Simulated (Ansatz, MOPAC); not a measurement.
Molecule: 2-bromofuran, C4H3BrO, net charge 0, singlet state. SMILES: Brc1ccco1
Geometry: optimised at B3LYP-D3(BJ)/def2-TZVP (Ansatz, a quantum-chemistry and plane-wave program).

Property: size of the dipole moment, in D. Set-up: non-relativistic; PM7 with its own dispersion and hydrogen-bond terms; LANL2DZ with its own core potentials from Na on; spin-orbit terms left out; 6-31G* and kin with 6d, 5d where marked; no dispersion term unless named. Ab initio and DFT rows: single points at B3LYP-D3(BJ) geometries (Ansatz). Semi-empirical rows: dipoles at the shared geometry.

```csv
level,program,size of the dipole moment (D)
PM7,MOPAC,1.15
PBE/3-21G,Ansatz,1.26
B3LYP/6-31G*,Ansatz,1.71
B3LYP/6-31G**,Ansatz,1.69
B3LYP/6-31G* with LANL2DZ past Ar,Ansatz,1.71
PBE0/6-31G* with LANL2DZ past Ar,Ansatz,1.77
```

No value to compare with is used here. The 6 habitual levels span 1.15 (PM7) to 1.77 D (PBE0/6-31G* with LANL2DZ past Ar).

The levels are drawn from those run, B3LYP/6-31G* more often than the rest, none by its result; left out are runs that failed, that the program found above a lower state of the same kind, or whose <S^2> lies over 0.5 above the pure value.
